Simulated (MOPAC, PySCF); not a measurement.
H3Ga, SMILES `[GaH3]`, neutral singlet in the gas phase. 

Cartesian coordinates (Å):
SMILES: [GaH3]
```xyz
4

Ga     0.0000     0.0000     0.0001
H      1.5666    -0.0914    -0.0001
H     -0.7042     1.4023     0.0159
H     -0.8624    -1.3110    -0.0159
```
Charge 0, spin multiplicity 1.

All levels are single points at this geometry (B3LYP-D3(BJ)/def2-TZVP); Pople sets use spherical d functions. Orbital energies aren't observables, and empty levels follow the basis.

B3LYP/6-311+G** (LANL2DZ on Ga) in PySCF gives gap (eV) = 6.45.

Q: Estimate the gap (eV) from each of these levels: TPSSh-D3(BJ)/def2-TZVP in PySCF; B3LYP/3-21G in PySCF; B3LYP/6-31G* in PySCF; B3LYP/LANL2DZ in PySCF; M06-2X/6-31G* in PySCF; PBE/6-31G* in PySCF; SVWN5/6-31G* in PySCF; HF/3-21G in PySCF; HF/6-31G* in PySCF; HF/STO-3G in PySCF; AM1 in MOPAC; PM7 in MOPAC.

A: 
| level | gap (eV) |
|---|---|
| TPSSh-D3(BJ)/def2-TZVP in PySCF | 5.91 |
| B3LYP/3-21G in PySCF | 6.27 |
| B3LYP/6-31G* in PySCF | 6.30 |
| B3LYP/LANL2DZ in PySCF | 6.49 |
| M06-2X/6-31G* in PySCF | 8.36 |
| PBE/6-31G* in PySCF | 4.73 |
| SVWN5/6-31G* in PySCF | 4.51 |
| HF/3-21G in PySCF | 12.35 |
| HF/6-31G* in PySCF | 12.46 |
| HF/STO-3G in PySCF | 11.48 |
| AM1 in MOPAC | 9.03 |
| PM7 in MOPAC | 11.95 |
